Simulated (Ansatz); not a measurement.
CH₃F₃Sn⁺, that is SnMeF3 with one electron fewer. Charge 1, multiplicity 2. Geometry PBE0-D4/def2-SVP, that of the neutral singlet.

```xyz
8

Sn    0.075    0.515   -0.722
C    -0.103   -0.707    0.991
H     0.162   -1.735    0.714
H    -1.141   -0.661    1.344
H     0.581   -0.328    1.760
F    -0.434    2.346   -0.442
F    -0.996   -0.052   -2.212
F     1.856    0.622   -1.434
```

In the def2 sets Sn takes a core potential; there is no spin–orbit coupling.

Problem. Estimate the α-spin orbital energies around the gap (eV) in Ansatz with PBE-D4/def2-TZVP, r2SCAN-D4/def2-TZVP, PBE0-D4/def2-TZVP.

Solution. 
```
orbital  PBE-D4/def2-TZVP  r2SCAN-D4/def2-TZVP  PBE0-D4/def2-TZVP
 HOMO−5            -15.94               -16.38             -17.87
 HOMO−4            -15.94               -16.38             -17.87
 HOMO−3            -15.69               -16.22             -17.55
 HOMO−2            -15.67               -16.09             -17.54
 HOMO−1            -15.67               -16.09             -17.54
   HOMO            -15.51               -15.96             -17.46
   LUMO             -9.56                -9.38              -8.63
 LUMO+1             -6.61                -6.27              -5.77
 LUMO+2             -6.61                -6.27              -5.77
 LUMO+3             -5.11                -4.47              -4.40
 LUMO+4             -3.88                -3.31              -3.12
 LUMO+5             -3.74                -3.07              -3.12
 β HOMO            -15.37               -15.79             -17.07
 β LUMO            -14.89               -14.94             -14.49
```
